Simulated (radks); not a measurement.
Values are calculated unless marked as measured or tabulated.
Excited configurations of Hg: one electron is placed in a higher orbital outside [Xe] 4f14 5d10 6s1. The ground configuration is [Hg]. Code: a radial shooting solver on a logarithmic mesh with Libxc functionals. Model: Dirac Kohn-Sham, LDA (Slater exchange, Perdew-Wang correlation), spin-unpolarised, spherical densities, point nucleus; open shells fill j = l - 1/2 first. Excitation = E - E(ground); binding = E(ion) - E, where the ion is the core of charge +1; n* = 1/sqrt(2 binding) in atomic units, and the quantum defect is n - n*.

outer orbital  excitation (eV)  binding (eV)     n*  quantum defect
6p1/2                    5.520         5.533  1.568           4.432
6d3/2                    9.432         1.621  2.897           3.103
6f5/2                   10.424         0.629  4.652           1.348
7p1/2                    9.095         1.957  2.637           4.363
7d3/2                   10.043         1.010  3.671           3.329
7f5/2                   10.598         0.454  5.471           1.529

The Delta-SCF ionisation energy is 11.053 eV (NIST Atomic Spectra Database: 10.438 eV, measured). Self-interaction in the functional shifts the binding energies and quantum defects, so they are the method's values and not measured ones. Spin polarisation and multiplet splitting are left out, so open shells lie too high by an amount that depends on their filling.

Beside tabulated values, note that spin-unpolarised runs miss the spin-polarisation part of the exchange energy of open shells.
